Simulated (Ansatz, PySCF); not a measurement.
H2I2O2Si, SMILES O[Si](O)(I)I. Atoms are numbered in the order given.

```xyz
7

O     -0.0835     1.3765    -1.8124
Si     0.0000     0.0000    -0.9138
O      0.0835    -1.3765    -1.8124
I     -2.0225     0.0042     0.4348
I      2.0225    -0.0042     0.4348
H      0.7342     1.6586    -2.2382
H     -0.7342    -1.6586    -2.2382
```
Charge 0, spin multiplicity 1.

Geometry optimised at PBE0-D3(BJ)/def2-SVP. This is a generated structure with no PubChem entry under its InChIKey; it may be hypothetical. The def2 effective core potentials stand for the cores of I; spin–orbit coupling is left out. Other conformers were not sampled.

Two levels are set side by side: PBE-D3(BJ)/def2-SVP (Ansatz, an electronic-structure program) and PBE0-D3(BJ)/def2-SVP (Ansatz). Each level has its own optimised geometry; the coordinates shown are those of the second. Frequencies come from the Hessian of PySCF at each geometry. Differences are taken from unrounded values.

```json
[
 {"quantity": "mean bond length (Å)", "PBE0-D3(BJ)": "1.680"},
 {"quantity": "bond O1–Si2 (Å)", "PBE0-D3(BJ)": "1.646"},
 {"quantity": "bond Si2–O3 (Å)", "PBE0-D3(BJ)": "1.646"},
 {"quantity": "bond Si2–I4 (Å)", "PBE0-D3(BJ)": "2.431"},
 {"quantity": "bond Si2–I5 (Å)", "PBE0-D3(BJ)": "2.431"},
 {"quantity": "bond O1–H6 (Å)", "PBE0-D3(BJ)": "0.964"},
 {"quantity": "bond O3–H7 (Å)", "PBE0-D3(BJ)": "0.964"},
 {"quantity": "highest harmonic wavenumber (cm⁻¹)", "PBE0-D3(BJ)": "3902"},
 {"quantity": "mean harmonic wavenumber (cm⁻¹)", "PBE0-D3(BJ)": "891"},
 {"quantity": "zero-point energy (kcal/mol)", "PBE0-D3(BJ)": "19.11"}
]
```

What does PBE-D3(BJ) give, and how far is it from PBE0-D3(BJ)? (Estimate from the structure and the level; the computed values follow.)


| quantity | PBE-D3(BJ) | PBE-D3(BJ) minus PBE0-D3(BJ) |
|---|---|---|
| mean bond length (Å) | 1.698 | 0.018 |
| bond O1–Si2 (Å) | 1.665 | 0.019 |
| bond Si2–O3 (Å) | 1.665 | 0.019 |
| bond Si2–I4 (Å) | 2.453 | 0.022 |
| bond Si2–I5 (Å) | 2.453 | 0.022 |
| bond O1–H6 (Å) | 0.976 | 0.012 |
| bond O3–H7 (Å) | 0.976 | 0.012 |
| highest harmonic wavenumber (cm⁻¹) | 3729 | -173 |
| mean harmonic wavenumber (cm⁻¹) | 856 | -35 |
| zero-point energy (kcal/mol) | 18.35 | -0.76 |

Exact exchange shortens and stiffens bonds; PBE has none. Differences between two approximate levels are no errors against the true value.
